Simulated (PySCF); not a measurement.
Gas-phase reaction: GeCl4 + 3 GeH2 + 6 H → 4 GeH3Cl

Energies from PySCF, thermal terms from the rigid-rotor harmonic-oscillator model, ideal gas at 1 bar. † marks an energy on the PBE0/def2-TZVP geometry and frequencies; other levels use their own. MP2 freezes the core. Open shells (unrestricted): H (multiplicity 2); the rest are closed-shell singlets. Ge: all electrons, no relativistic terms. GeH2: computed as isolated molecules; such fragments, hydroxides, amides, oligomers or adducts are transient or little studied in the gas. MP2 isn't extrapolated to the basis-set limit; its ΔH°(298 K) is -1724.2 kJ in def2-SVP and -1794.1 kJ in def2-TZVPP. The harmonic model lacks anharmonicity and excited electronic states, which grow with temperature; levels with a mode under 35 cm⁻¹ are left out.

ΔH° and ΔS° at 298 K: BLYP/def2-TZVP† -1731 kJ, -643 J/K; HF/def2-TZVP† -1511 kJ, -643 J/K; MP2/def2-SVP† -1724 kJ, -643 J/K; PBE/def2-SVP -1743 kJ, -644 J/K; PBE/def2-TZVP† -1748 kJ, -643 J/K; LDA/def2-TZVP† -1965 kJ, -643 J/K.

Q: With the heat capacities included, give log10 K (1 bar) at 600, 800, 1200, 1400, 2500 K from BLYP/def2-TZVP†, HF/def2-TZVP†, MP2/def2-SVP†, PBE/def2-SVP, PBE/def2-TZVP†, LDA/def2-TZVP†.

A: 
```
T (K)  BLYP/def2-TZVP†  HF/def2-TZVP†  MP2/def2-SVP†  PBE/def2-SVP  PBE/def2-TZVP†  LDA/def2-TZVP†
-----  ---------------  -------------  -------------  ------------  --------------  --------------
600              116.3           97.1          115.6         117.2           117.7           136.6
800               78.0           63.6           77.5          78.7            79.1            93.3
1200              39.6           30.0           39.3          40.1            40.3            49.7
1400              28.6           20.3           28.3          29.0            29.2            37.3
2500              -0.5           -5.1           -0.6          -0.2            -0.1             4.4
```
